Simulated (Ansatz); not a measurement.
Cost and result up the ladder for (KOH)2 ring (K₂O₂H₂) (6 atoms). The state is a singlet with charge 0. Geometry: PBE0-D4/def2-TZVP.

| atom | x (Å) | y (Å) | z (Å) |
| --- | --- | --- | --- |
| K1 | 1.047 | -0.949 | -1.005 |
| O2 | 1.052 | 1.368 | -0.193 |
| K3 | -1.044 | 0.947 | 1.009 |
| O4 | -1.050 | -1.369 | 0.195 |
| H5 | 1.632 | 2.119 | -0.309 |
| H6 | -1.638 | -2.116 | 0.303 |

Ansatz on 4 threads of Arm Neoverse V1 on a shared host. Times are rough, and most runs start from the orbitals of an earlier one. ωB97M-V/def2-TZVP serves as the yardstick here, not as an exact answer. Differences are given only for rows in sets of like size (and for xTB, whose basis is part of the method), since another set adds its own error. Binding counts from free atoms at the same level (K doublet, O triplet, H doublet; other spins of the atoms weren't run), without zero-point energy or a counterpoise term.

HSE06 is defined as in plane-wave codes, on full-range PBE exchange. Correlated methods freeze 12 core orbitals; core or outer-core shells of K are correlated, in sets that lack core-valence functions.

Correlated methods converge slowly with the basis.

```csv
level,functions,wall time
HF/STO-3G,38,0.15 s
HF/def2-TZVP,140,0.65 s
PBE-D4/def2-SVP,86,0.9 s
PBE0-D4/def2-SVP,86,1.1 s
PBE-D4/def2-TZVP,140,1.3 s
HSE06-D4/def2-TZVP,140,1.7 s
PBE0-D4/def2-TZVP (with forces),140,1.9 s
PBE-D4/def2-TZVPD,170,2 s
PBE0-D4/def2-TZVPD,170,2.3 s
r2SCAN-D4/def2-TZVP,140,2.5 s
ωB97X-V/def2-TZVP,140,5 s
B97M-V/def2-TZVP,140,6 s
ωB97M-V/def2-TZVP,140,7 s
CCSD(T)/def2-TZVPP,156,26 s
```

(1) Estimate what each level gives for the binding energy per atom (eV).

## Answers

(1) 
| level | binding energy per atom (eV) | difference from ωB97M-V/def2-TZVP (eV) |
| --- | --- | --- |
| HF/STO-3G | 1.35 | – |
| HF/def2-TZVP | 1.87 | -1.20 |
| PBE-D4/def2-SVP | 3.04 | – |
| PBE0-D4/def2-SVP | 2.91 | – |
| PBE-D4/def2-TZVP | 3.08 | 0.02 |
| HSE06-D4/def2-TZVP | 2.95 | -0.11 |
| PBE0-D4/def2-TZVP (with forces) | 2.95 | -0.11 |
| PBE-D4/def2-TZVPD | 3.09 | 0.03 |
| PBE0-D4/def2-TZVPD | 2.96 | -0.10 |
| r2SCAN-D4/def2-TZVP | 3.03 | -0.03 |
| ωB97X-V/def2-TZVP | 3.05 | -0.01 |
| B97M-V/def2-TZVP | 2.97 | -0.09 |
| ωB97M-V/def2-TZVP | 3.06 | 0.00 |
| CCSD(T)/def2-TZVPP | 2.94 | -0.12 |
